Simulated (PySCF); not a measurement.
Species: C₅H₁₀SSi.
SMILES: `[C@H]12C[C@@H](CC2)S[SiH2]1`

The calculation used TDDFT PBE0/def2-SVPD, vertical, gas phase, core orbitals frozen in the response (PySCF). Geometry: GFN2-xTB; no solvent, vibrations or thermal averaging.

Each state is given a Gaussian of 0.25 eV full width at half maximum, with ε(max) = 2.175×10⁸ f / Δν̃ (Δν̃ the width in cm⁻¹). The cross-section is σ = 3.8235×10⁻²¹ ε cm², given in Mb (10⁻¹⁸ cm²). The width is an assumption, not a result. The curve ends short of the highest state used, and states not computed would add to its high-energy end.

```csv
E (eV),σ (Mb)
4.91,0.00
4.97,0.00
5.02,0.01
5.08,0.03
5.14,0.08
5.19,0.14
5.25,0.20
5.30,0.26
5.36,0.44
5.42,1.07
5.47,2.23
5.53,4.26
5.58,5.80
5.64,6.29
5.70,4.95
5.75,3.20
5.81,1.48
5.86,0.80
5.92,0.80
5.98,1.31
6.03,1.75
6.09,1.88
6.14,1.56
6.20,0.94
6.26,0.41
6.31,0.16
6.37,0.06
6.42,0.08
6.48,0.28
6.54,0.81
```

Question: Where are the band maxima, and which computed states make them?

Answer: 220 nm (5.62 eV), ε about 1700, made up of S2 (100%); 204 nm (6.07 eV), ε about 500, made up of S3 (100%) (ε in L mol⁻¹ cm⁻¹; maxima over ε = 5, shares over 10%). At its high-energy end, 6.54 eV, the curve is still rising (ε about 210, from S4). The states used: S1 5.29 eV (f 0.0005); S2 5.63 eV (f 0.015); S3 6.07 eV (f 0.0046); S4 6.70 eV (f 0.0055); S5 6.82 eV (f 0.0031); S6 6.90 eV (f 0.023); S7 7.08 eV (f 0.013); S8 7.14 eV (f 0.043).

Question: On this curve, what absorbance would a 10⁻³ mol/L sample give at 222 nm over a 1 cm path?

Answer: 222 nm is 5.585 eV, where ε is about 1500 L mol⁻¹ cm⁻¹, so A = ε c l ≈ 1.5 (Beer–Lambert, with the gas-phase spectrum and the assumed width).

Question: What would ε be at 5.62 eV, the highest of these maxima, with half the width (0.125 eV)?

Answer: About 3300 L mol⁻¹ cm⁻¹ against 1660, a factor of about 1.99; a lone state at its own centre would give exactly 2.

Question: Coming from long wavelengths, where does ε first pass 100 L mol⁻¹ cm⁻¹?

Answer: At about 232 nm (5.35 eV), 0.06 eV above S1.

Without π bonds the low states are Rydberg-like; a valence basis with one diffuse set may place them up to an eV too high.
